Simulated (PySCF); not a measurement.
C5H5, SMILES [CH]1C=CC=C1 (connectivity only; charge and spin as stated), charge +1, multiplicity 1.

Geometry: B3LYP-D3(BJ)/def2-SVP. The spin state was assumed, not searched. The isomer is the one that the SMILES or the coordinates give; other isomers of the formula were not compared.

These are TDDFT-CAM-B3LYP/def2-SVPD (PySCF 2.14.0) values and carry that method's errors.

Vertical excitations. Isolated molecule, no solvent. State labels are in the subgroup C2v.

Computed excitation energies, oscillator strengths and character:
```tsv
state	symmetry	energy (eV)	λ (nm)	f	main pairs
S1	B2	0.85	1463	0.001	HOMO→LUMO 107 %
S2	B1	4.35	285	0.000	HOMO−1→LUMO 99 %
S3	A2	4.81	258	0.000	HOMO−3→LUMO 97 %
S4	B1	4.89	254	0.001	HOMO−4→LUMO 99 %
S5	A2	5.60	222	0.000	HOMO−5→LUMO 98 %
S6	A1	5.64	220	0.100	HOMO−2→LUMO 89 %
S7	B2	7.90	157	0.211	HOMO→LUMO+2 98 %
T1	A1	3.23	384	0	HOMO−2→LUMO 90 %
T2	B1	3.85	322	0	HOMO−1→LUMO 94 %
T3	A2	4.39	283	0	HOMO−3→LUMO 94 %
T4	B1	4.41	281	0	HOMO−4→LUMO 94 %
```
Triplets are in the Tamm–Dancoff approximation, which puts them higher than full response would, so one can lie above its singlet here.
